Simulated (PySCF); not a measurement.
## Sc (scandium, neutral) across methods

[Ar] 3d1 4s2, 2D determinant. Computed with PySCF 2.14 in aug-cc-pwCVTZ, with no relativity, point nucleus.

```csv
method,E (hartree),mean ε 3d α (eV),mean ε 4s α (eV),mean ε 4s β (eV),Σ⟨r²⟩ (bohr²),⟨S²⟩
UHF,-759.74048,-9.617,-5.879,-5.565,53.11,0.762
PW91,-760.639,-3.555,-4.131,-3.913,49.10,1.135
PBE,-760.398,-3.541,-4.108,-3.903,49.25,1.099
PBE0,-760.436,-5.281,-4.768,-4.566,50.02,0.869
LDA,-758.682,-3.608,-4.272,-4.047,49.14,0.970
M06-2X,-760.619,-6.700,-5.387,-5.210,49.81,0.763
```

**Question.** Estimate the same row for revPBE.

**Answer.** E (hartree) = -760.523; mean ε 3d α (eV) = -3.473; mean ε 4s α (eV) = -4.042; mean ε 4s β (eV) = -3.840; Σ⟨r²⟩ (bohr²) = 49.32; ⟨S²⟩ = 1.169.
